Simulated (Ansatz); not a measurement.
```yaml
crystal:
  periodic: [false, false, false]
  atoms:
    - {symbol: Si, position_ang: [-0.946796, 0.997938, -1.069936]}
    - {symbol: C, position_ang: [0.462672, 0.211774, -0.142969]}
    - {symbol: N, position_ang: [0.470160, -1.320786, -0.182571]}
    - {symbol: Si, position_ang: [0.334051, -0.741394, 1.405492]}
    - {symbol: Cl, position_ang: [1.935868, -0.746527, 2.670320]}
    - {symbol: H, position_ang: [-0.824202, 0.770730, -2.536336]}
    - {symbol: H, position_ang: [-2.231502, 0.411638, -0.605732]}
    - {symbol: H, position_ang: [-0.958236, 2.464380, -0.812186]}
    - {symbol: H, position_ang: [1.440481, 0.686631, -0.257119]}
    - {symbol: H, position_ang: [1.268097, -1.754803, -0.621776]}
    - {symbol: H, position_ang: [-0.884994, -1.036584, 2.173312]}
basis:
  gaussian: {orbitals: def2-TZVP}
total_charge: -1
magnetization: {spin_polarized: true, initial_magnetization: 1}
hamiltonian: {xc: {name: wB97X}}
output: {forces: true}
```

```sh
$ ansatz run in.yaml --threads 4 --pin off --events-out ev --progress --plain --max-ram 10444MiB
```

It prints (some lines left out):

```
Functional definition: wB97X
1366 factors; their error is unknown
340 factors; integrals over basis functions are off by at most 2.6e-5 eV
mean field evaluation 1: about -30898.4366 eV, gradient 2.7e1 eV
mean field evaluation 2: about -30898.2616 eV, gradient 3.0e1 eV
mean field evaluation 4: about -30902.1756 eV, gradient 1.8e0 eV
mean field evaluation 8: about -30902.3602 eV, gradient 3.0e-1 eV
mean field evaluation 16: about -30902.4398 eV, gradient 2.9e-2 eV
mean field evaluation 32: about -30902.4400 eV, gradient 9.7e-5 eV
mean field -30902.43995630 eV, -1135.6437219679 hartree, gradient 2.6e-6 eV, S^2 0.755210; 4 other end points of the search recorded, 0 dependent functions left out
reference -30902.43992675 eV, -1135.6437208818 hartree; 33, 32 occupied and 176, 177 virtual orbitals, 1366 factors
Total energy: -30902.43992675 eV, -1135.6437208818 hartree
Atom 0 at    -0.946796     0.997938    -1.069936 Å, force     0.919690    -0.406271     0.606278 eV/Å
Atom 1 at     0.462672     0.211774    -0.142969 Å, force     0.040097     0.601649    -1.545388 eV/Å
Atom 2 at     0.470160    -1.320786    -0.182571 Å, force     0.128920    -0.327044    -0.782759 eV/Å
Atom 3 at     0.334051    -0.741394     1.405492 Å, force    -1.911506     0.575143     1.803686 eV/Å
Atom 4 at     1.935868    -0.746527     2.670320 Å, force     1.166669    -0.202932     0.492437 eV/Å
Atom 5 at    -0.824202     0.770730    -2.536336 Å, force    -0.197299     0.083201    -0.195327 eV/Å
Atom 6 at    -2.231502     0.411638    -0.605732 Å, force    -0.137288     0.070351    -0.059582 eV/Å
Atom 7 at    -0.958236     2.464380    -0.812186 Å, force    -0.186837     0.132241    -0.161487 eV/Å
Atom 8 at     1.440481     0.686631    -0.257119 Å, force     0.026594     0.067901    -0.034902 eV/Å
Atom 9 at     1.268097    -1.754803    -0.621776 Å, force     0.097716    -0.072055    -0.096167 eV/Å
Atom 10 at    -0.884994    -1.036584     2.173312 Å, force     0.053243    -0.522184    -0.026788 eV/Å
Dipole moment:     0.385809     0.156773    -0.352038 e Å
```

Task: Something in this input is off. What?

Result: The charge is far from anything that the molecule holds. Self-consistency was reached. The result belongs to that input, not to the molecule as meant.
